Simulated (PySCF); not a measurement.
Two species compared at the same levels of theory.

First species: C4H6OSSi.
SMILES with atom numbers: `[O:1]=[CH:2][C@H:3]1[SiH2:4][CH:5]=[CH:6][S:7]1` (hydrogens: H8 on C2; H9 on C3; H10, H11 on Si4; H12 on C5; H13 on C6)

Second species: C₆H₉FO₂.
InChI=1S/C6H9FO2/c7-6(5-8)1-3-9-4-2-6/h5H,1-4H2

Levels: PBE0/def2-SVPD for HOMO energy, LUMO energy, HOMO–LUMO gap and static isotropic polarisability; TDDFT PBE0/def2-SVPD for lowest singlet excitation; TDA PBE0/def2-SVPD for lowest triplet excitation (Tamm–Dancoff). Geometries: GFN2-xTB. All species are isolated and taken at one optimised geometry, non-relativistic unless stated; the electronic structure was computed with PySCF and density fitting.

Dipoles, sizes and rotational constants follow the conformer. The torsions of the flexible species, by atom-mapped SMILES:
- `[O:1]=[CH:2][C@H:3]1[SiH2:4][CH:5]=[CH:6][S:7]1`: O1–C2–C3–Si4 88°

The conformers of `O=CC1(F)CCOCC1` aren't listed.

(1) Which has the higher HOMO energy?

(2) Which of the two has the higher LUMO energy, and by how much?

(3) Which of the two has the higher S1 energy, and by how much?

(4) Which of the two has the higher HOMO–LUMO gap, and by how much?

(5) Which of the two has the higher static isotropic polarisability, and by how much?

Answers

(1) The first: -6.74 eV against -7.60 eV, a difference of 0.86 eV.

(2) The first: -1.11 eV against -1.39 eV, a difference of 0.28 eV.

(3) The first: 4.29 eV against 4.11 eV, a difference of 0.18 eV.

(4) The second: 6.21 eV against 5.63 eV, a difference of 0.58 eV.

(5) The first: 92.6 au against 74.5 au, a difference of 18.1 au.

On the first: The polarisability is 13.72 Å³ as a volume (1 au = 0.148185 Å³), or 1.36 au for each of the 68 electrons. No computed singlet falls in the visible range (750 to 380 nm, 1.65 to 3.26 eV); S1 lies 1.03 eV above its blue end.

On the second: The principal polarisabilities are 72.5, 73.0 and 78.0 au; their mean is the isotropic value. No computed singlet falls in the visible range (750 to 380 nm, 1.65 to 3.26 eV); S1 lies 0.85 eV above its blue end.
